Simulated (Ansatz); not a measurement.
Consider the homolysis of the C–Ga bond: `[CH3][GaH][F]` → `[CH3]`• + `[F][GaH]`•.

Calculated with Ansatz (gas phase, PBE0-D4/def2-TZVP geometries, no zero-point term in ΔE). CCSD(T)/CBS adds triple-zeta CCSD(T) − MP2 to the extrapolated MP2 energy (def2 sets, frozen cores). This one scheme is used for every species. No spin–orbit coupling; open shells (•) take unrestricted orbitals. For Ga outer-core shells are correlated without core-valence functions, which leaves a few kJ/mol of doubt a bond. Scalar relativity is left out up to krypton.

| level | ΔE (kJ/mol) |
| --- | --- |
| CCSD/def2-SVP | 320.5 |
| SCS-MP2/def2-QZVPP | 351.7 |

(1) What does CCSD(T)/CBS give? (Best estimate.)

Largest T1 diagnostic among the species: 0.017.

Results:

(1) Computed: +349.6 kJ/mol. The listed levels differ from it by -29.1, 2.1 kJ/mol.

In def2-TZVPP, CCSD(T) changes the Hartree–Fock value by +113.5 kJ/mol (the triples alone add +8.0 kJ/mol) and MP2 by +126.7 kJ/mol; breaking electron pairs costs correlation energy, which Hartree–Fock lacks. The D4 term adds +8.2 kJ/mol with B3LYP and +4.3 kJ/mol with PBE0; it sums over pairs of atoms, weighted by their polarisabilities, and B3LYP, whose exchange is more repulsive, gets the larger term.

B3LYP here is the variant with VWN-RPA as its local correlation; programs differ in this.
